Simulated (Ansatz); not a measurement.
Basis sets compared for (HBe-mu-Cl)2 (Be₂H₂Cl₂). The state is a singlet with charge 0. Geometry PBE-D4/def2-TZVP. Ansatz on 2 threads of AMD EPYC 7R43 on a shared host; times are rough, and most runs start from earlier orbitals.

```xyz
6

Be    0.161    1.027   -0.761
Be   -0.161   -1.027    0.761
Cl    1.361   -0.562   -0.470
Cl   -1.361    0.562    0.469
H     0.330    2.096   -1.554
H    -0.330   -2.096    1.554
```

Another isomer (singlet) lies 0.28 eV lower at PBE0-D4/def2-TZVP; other spin states weren't run for this one.

Binding counts from free atoms (Be singlet, Cl doublet, H doublet) in the same basis, without a counterpoise term.

```csv
level,functions,energy (Eh),HOMO (eV),LUMO (eV),binding per atom (eV),wall time
PBE-D4/def2-SVP,64,-950.4604,-7.16,-1.65,2.93,1.1 s
PBE0-D4/def2-SVP,64,-950.5553,-8.53,-0.83,2.91,1.2 s
```

(1) Estimate the rows for PBE-D4/def2-TZVP (with forces), PBE0-D4/def2-TZVP.

Answers

(1) 
```json
{"level": "PBE-D4/def2-TZVP (with forces)", "functions": "124", "energy (Eh)": "-950.8152", "HOMO (eV)": "-7.15", "LUMO (eV)": "-1.57", "binding per atom (eV)": "2.91", "wall time": "2.3 s"}
{"level": "PBE0-D4/def2-TZVP", "functions": "124", "energy (Eh)": "-950.9073", "HOMO (eV)": "-8.48", "LUMO (eV)": "-0.72", "binding per atom (eV)": "2.90", "wall time": "3.3 s"}
```
